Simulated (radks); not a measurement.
Effect of the nuclear size on the technetium ion Tc+, [Kr] 4d5 5s1. All-electron calculation, Dirac Kohn-Sham, relativistic LDA (MacDonald-Vosko exchange, VWN5 correlation), spin-unpolarised, spherical densities, finite nucleus; open shells are shared between the two j in proportion to 2j + 1; Fermi nuclear charge, rms radius 4.4112 fm. Program: a radial shooting solver on a logarithmic mesh with Libxc functionals. The rms radius is varied about that value; shifts are against it.

\begin{tabular}{lrrrrrrr}
rms radius (fm) & total energy shift (eV) & density at nucleus (e/bohr^3) & 1s1/2 shift (meV) & 2s1/2 shift (meV) & 4s1/2 shift (meV) & 4p1/2 shift (meV) & 5s1/2 shift (meV) \\ \hline
3.5378 & -0.595 & 1.016e+05 & -250 & -27.0 & -0.821 & 0.077 & -0.081 \\
4.0495 & -0.261 & 1.001e+05 & -109 & -11.8 & -0.359 & 0.034 & -0.035 \\
4.4112 & 0 & 9.909e+04 & 0.000 & 0.000 & 0.000 & 0.000 & 0.000 \\
4.5876 & 0.134 & 9.865e+04 & 56.4 & 6.09 & 0.185 & -0.017 & 0.018 \\
5.3023 & 0.726 & 9.705e+04 & 305 & 32.9 & 1.00 & -0.094 & 0.099 \\
\end{tabular}

Slopes of the eigenvalues against <r^2> in GHz/fm^2, as finite differences over the two radii next to the reference (eigenvalue slopes, not the field-shift constants of lines): 1s1/2 8630, 2s1/2 933, 4s1/2 28.3, 4p1/2 -2.67, 5s1/2 2.79.
